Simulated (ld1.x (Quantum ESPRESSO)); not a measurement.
## Which change was made? (As, TM semilocal)

- Element: As (Z = 33)
- Generator: ld1.x (Quantum ESPRESSO) 7.5
- Type: norm-conserving Troullier–Martins (semilocal form)
- Functional: LDA (PZ)
- Relativity: scalar-relativistic
- Frozen core: [Ar] 3d10
- Valence charge: 5
- Reference configuration: 4s2 4p3
- Partial waves: 4p (bound): rc 1.45 bohr; 4s (bound): rc 1.70 bohr
- Local potential: the s channel
- Core correction: none

Cutoffs, loose and tight: the cutoffs (Ry, on a coarse ladder) from which the occupation-weighted sum of valence levels, in a spherical-Bessel basis at the reference potential, stays within 10 and 1 mRy of its value at 400 Ry. They do not see the model core or the augmentation charge, which bear on the density cutoff. Test errors are all-electron minus pseudo excitation energies from the reference, over the configurations 4s2 4p2; 4s2 4p1; 4s2 4p0; 4s0 4p5; 4s1 4p0; 4s1 4p3; 4s2 4p2.5 (two spin-polarised tests are not counted in the largest error); variants that change the core or the reference have their own tests.

The base gives: outcome: generated; cutoff, loose: 45 Ry; cutoff, tight: 80 Ry; bound ghosts: none; largest test error (meV): +446.

Q: After one change the result is: outcome: generated; cutoff, loose: 45 Ry; cutoff, tight: 80 Ry; bound ghosts: none; largest test error (meV): -356. Which change was it?
A. all radii scaled by about 1.21 (s 2.06, p 1.76 bohr)
B. core correction a·sin(br)/r model core inside 0.86 bohr
C. functional PBEsol
D. core [Ne], valence charge 23; reference 3s2 3p6 3d10 4s1.5 4p3.5; waves now 3s (bound): rc 0.70 bohr; 3p (bound): rc 0.90 bohr; 3d (bound): rc 0.70 bohr; local potential the d channel
E. wave 4p (bound): rc 1.45 bohr becomes 4p (bound): rc 1.30 bohr

A: B. The others give: core [Ne], valence charge 23; reference 3s2 3p6 3d10 4s1.5 4p3.5; waves now 3s (bound): rc 0.70 bohr; 3p (bound): rc 0.90 bohr; 3d (bound): rc 0.70 bohr; local potential the d channel → outcome: generated, misses its reference levels by 0.40 eV; cutoff, loose: over 300 Ry; cutoff, tight: over 300 Ry; bound ghosts: none; largest test error (meV): -1177 | wave 4p (bound): rc 1.45 bohr becomes 4p (bound): rc 1.30 bohr → outcome: generated; cutoff, loose: 70 Ry; cutoff, tight: 160 Ry; bound ghosts: none; largest test error (meV): +426 | all radii scaled by about 1.21 (s 2.06, p 1.76 bohr) → outcome: generated; cutoff, loose: 25 Ry; cutoff, tight: 40 Ry; bound ghosts: none; largest test error (meV): +485 | functional PBEsol → outcome: generated; cutoff, loose: 45 Ry; cutoff, tight: 80 Ry; bound ghosts: none; largest test error (meV): -62. In the semilocal form every listed channel keeps its own potential, so the choice of the local channel does not act on these tests. It acts once the file is put into the separable form.
